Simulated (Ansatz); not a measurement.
Reaction (atomization): `c1ccc2[nH]ccc2c1` → 8 C• + 7 H• + N•

Isolated molecules relaxed with PBE0-D4/def2-TZVP in Ansatz; ΔE leaves out vibrations. CBS: MP2 limit from def2 TZ/QZ plus the TZ coupled-cluster correction, frozen cores. This one scheme is used for every species, atoms too. For atomizations the MP2-based limit and the directly extrapolated one differ by several kJ/mol either way, and by 10 to 25 for some Ge, Se and Sn compounds, so smaller differences from it don't rank the levels. Functionals use def2-TZVPP. Open shells (•) are unrestricted, without spin–orbit coupling. Spin–orbit coupling would lower the free atoms: a little for C.

```json
{"level": "LDA (SPW92)", "ΔE (kcal/mol)": "2184.8", "difference from CCSD(T)/CBS": "321.5"}
{"level": "PBE-D4", "ΔE (kcal/mol)": "1953.7", "difference from CCSD(T)/CBS": "90.4"}
{"level": "BLYP-D4", "ΔE (kcal/mol)": "1882.7", "difference from CCSD(T)/CBS": "19.4"}
{"level": "B97M-V", "ΔE (kcal/mol)": "1880.8", "difference from CCSD(T)/CBS": "17.5"}
{"level": "PBE0-D4", "ΔE (kcal/mol)": "1910.8", "difference from CCSD(T)/CBS": "47.5"}
{"level": "BHLYP-D4", "ΔE (kcal/mol)": "1812.0", "difference from CCSD(T)/CBS": "-51.3"}
{"level": "CAM-B3LYP-D4", "ΔE (kcal/mol)": "1881.4", "difference from CCSD(T)/CBS": "18.1"}
{"level": "PBE0", "ΔE (kcal/mol)": "1901.2", "difference from CCSD(T)/CBS": "37.9"}
{"level": "r2SCAN0", "ΔE (kcal/mol)": "1852.2", "difference from CCSD(T)/CBS": "-11.1"}
{"level": "HF/CBS(def2)", "ΔE (kcal/mol)": "1356.9", "difference from CCSD(T)/CBS": "-506.4"}
{"level": "CCSD(T)/CBS", "ΔE (kcal/mol)": "1863.3", "difference from CCSD(T)/CBS": "0"}
```

Largest T1 diagnostic among the species: 0.011.

From r2SCAN to r2SCAN0 (25 % exact exchange), in def2-TZVPP and without D4, ΔE moves by −32.2 kcal/mol: exact exchange takes away binding that semilocal exchange gives to molecules. In def2-TZVPP, CCSD(T) changes the Hartree–Fock value by +461.8 kcal/mol (the triples alone add +39.0 kcal/mol) and MP2 by +523.5 kcal/mol; breaking electron pairs costs correlation energy, which Hartree–Fock lacks.
